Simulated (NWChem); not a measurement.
As anion, triplet

Results from NWChem. Spin-unrestricted. The open p shell is one determinant without spherical averaging. Sets without diffuse functions describe the anion's extra electron poorly. No stability test was run on the SCF state. The highest occupied level is positive in some or all of these runs, so the extra electron may be held by the finite basis. Total energies compare along this basis series because the functional is fixed.

| level | basis functions | energy (Ha) | highest occupied level (eV) | lowest empty minus highest occupied level, either spin (eV) | <S²> | relative time |
|---|---|---|---|---|---|---|
| PBE/def2-SVP | 32 | -2235.1931 | 3.64 | 0.19 | 2.00 | 1 |
| PBE/def2-SVPD | 38 | -2235.1943 | 3.60 | 0.19 | 2.00 | 2 |
| PBE/def2-TZVP | 48 | -2235.4815 | 3.03 | 0.28 | 2.00 | 3 |
| PBE/def2-TZVPP | 48 | -2235.4815 | 3.03 | 0.28 | 2.00 | 2 |
| PBE/def2-QZVP | 75 | -2235.5471 | 2.23 | 0.32 | 2.00 | 10 |

The last column is a rough cost ratio, cheapest run = 1.
